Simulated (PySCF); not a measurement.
## Static response to an electric field

C₆H₆O₃.
Numbering: `[CH3:1][O:2][C:3](=[O:4])[c:5]1[cH:6][cH:7][o:8][cH:9]1` (hydrogens: H10, H11, H12 on C1; H13 on C6; H14 on C7; H15 on C9)

Cartesian coordinates in Å at the PBE0-D3(BJ)/def2-SVP level; atoms count from 1:
```xyz
15
C6H6O3 angstrom
C     -2.843    0.189   -0.286
O     -1.447    0.423   -0.297
C     -0.691   -0.561    0.206
O     -1.143   -1.588    0.647
C      0.738   -0.226    0.153
C      1.383    0.956   -0.342
C      2.713    0.753   -0.152
O      2.930   -0.457    0.418
C      1.742   -1.043    0.599
H     -3.306    1.061   -0.762
H     -3.214    0.076    0.744
H     -3.092   -0.727   -0.842
H      0.900    1.828   -0.776
H      3.599    1.347   -0.361
H      1.731   -2.031    1.051
```

Level: CAM-B3LYP/def2-SVPD (PySCF), static field, nuclei fixed, core orbitals frozen in the response. The polarisability tensor in these axes (au):

```
x   102.96   2.45   2.50
y     2.45  76.23 -11.26
z     2.50 -11.26  56.60
```

Q: Give the principal values, the mean and the anisotropy Δα = √{½[(α1 − α2)² + (α2 − α3)² + (α1 − α3)²]}.

A: Principal values 51.27, 81.28 and 103.24 au; mean 78.60 au = 11.65 Å³ = 12.96 × 10⁻⁴⁰ C²·m²/J; Δα = 45.18 au (57 % of the mean).

Q: What is the dipole moment, and where does it point?

A: (0.11, 1.97, -0.90) D, 2.17 D in size, pointing from the negative to the positive side. Measured along this direction, the outermost atoms are H15 at the negative end and H13 at the positive end.

Q: Orientational against electronic polarisability at 350 K (dilute gas, rigid molecules)?

A: In Gaussian units μ²/3kT = 32.48 Å³ against 11.65 Å³, a ratio of 2.79; the Debye molar polarisation (4π/3)N_A(α + μ²/3kT) is 111.3 cm³/mol, leaving out the vibrational part.

Q: What depolarisation ratio follows for Rayleigh scattering of linearly polarised light, taking the static tensor?

A: ρ = 3Δα²/(45ᾱ² + 4Δα²) = 6124.0/(277989 + 8165.3) = 0.0214.

Q: Give the eigenvalues of the traceless quadrupole moment Θ = ½Σq(3rr − r²1), origin at the centre of nuclear charge.

A: -4.47, -4.28, 8.75 D·Å. The values depend on the origin, since the dipole doesn't vanish. The electronic extent ⟨r²⟩ about the same centre is 1290 bohr², a root-mean-square distance of 2.34 Å for the 66 electrons.

Q: Sum over states: ᾱ = Σ f/ω², ω in Eh. What share falls to these 10 lowest TDDFT singlets (eV, f)? 5.50, 0.0001; 5.65, 0.0807; 6.53, 0.0094; 6.86, 0.0028; 6.98, 0.6111; 7.47, 0.0625; 7.63, 0.0181; 7.80, 0.0146; 8.03, 0.0365; 8.13, 0.1353.

A: They add up to 14.55 au, 18.5 % of the 78.60 au; the largest single term is 9.30 au, from the state at 6.98 eV. Terms in order: 0.00, 1.87, 0.16, 0.04, 9.30, 0.83, 0.23, 0.18, 0.42, 1.51 au. Higher excitations give the rest. The strengths listed sum to 0.971.

Isolated species at its PBE0-D3(BJ)/def2-SVP geometry (one conformer only).
